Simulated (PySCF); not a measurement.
CH₅ClSi, SMILES C[SiH2]Cl.

Geometry: B3LYP-D3(BJ)/def2-TZVP.

All values below come from B3LYP/def2-TZVPD run with PySCF.

Gas-phase values at a fixed geometry.

Computed frontier levels, gap, dipole moment and polarisability:
- highest occupied level: -8.53 eV
- lowest empty level: -0.15 eV
- orbital gap: 8.38 eV
- dipole moment: 1.92 D
- quadrupole, principal values (traceless, Buckingham form, about the centre of nuclear charge): -0.31, -0.21, 0.51 D·Å
- mean static polarisability: 54.9 bohr³ (8.14 Å³)
- polarisability, principal values: 48.5, 53.5, 62.7 bohr³
